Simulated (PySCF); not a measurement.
Bonds: Si1-C3, Si1-C9, Si1-C13, C3-Si4, Si4-C6, Si4-C14, C6-Si7, Si7-C9, Si7-C10, C10-Si11, Si11-C13, Si11-C14. Si1 carries H2; C3 carries H15, H16; Si4 carries H5; C6 carries H17, H18; Si7 carries H8; C9 carries H19, H20; C10 carries H21, H22; Si11 carries H12; C13 carries H23, H24; C14 carries H25, H26.

Calculated, not measured (PySCF 2.14): geometry from PBE0-D3(BJ)/def2-SVP, GIAO wB97X-D/pcSseg-1 shieldings. One computed conformer, rapidly exchanging positions averaged, no solvent, no relativistic terms.

References, each an isolated molecule treated in the same way: 13C, 1H, 29Si vs TMS.

| atoms | nucleus | count | δ (ppm) |
| --- | --- | --- | --- |
| H2/H5/H8/H12 | 1H | 4 | ? |
| H15/H16/H17/H18/H19/H20/H21/H22/H23/H24/H25/H26 | 1H | 12 | -0.19 |
| C3/C6/C9/C10/C13/C14 | 13C | 6 | ? |
| Si1/Si4/Si7/Si11 | 29Si | 4 | -16.3 |

**Question.** Fill in the missing shifts.

**Answer.** 
- C3/C6/C9/C10/C13/C14: -1.2 ppm, carbon bonded to 2 Si, 2 H
- H2/H5/H8/H12: 4.87 ppm, hydrogen on a silicon bonded to 3 C

Shifts are as computed. Against solution values, carbons near 30 ppm lie about +1 ppm off and those near 130 ppm about +6 ppm. Of 1313 compounds with measured shifts, 239 miss one by over three times the rms of a fit or turn the order of signals round; such compounds aren't used in these exercises.
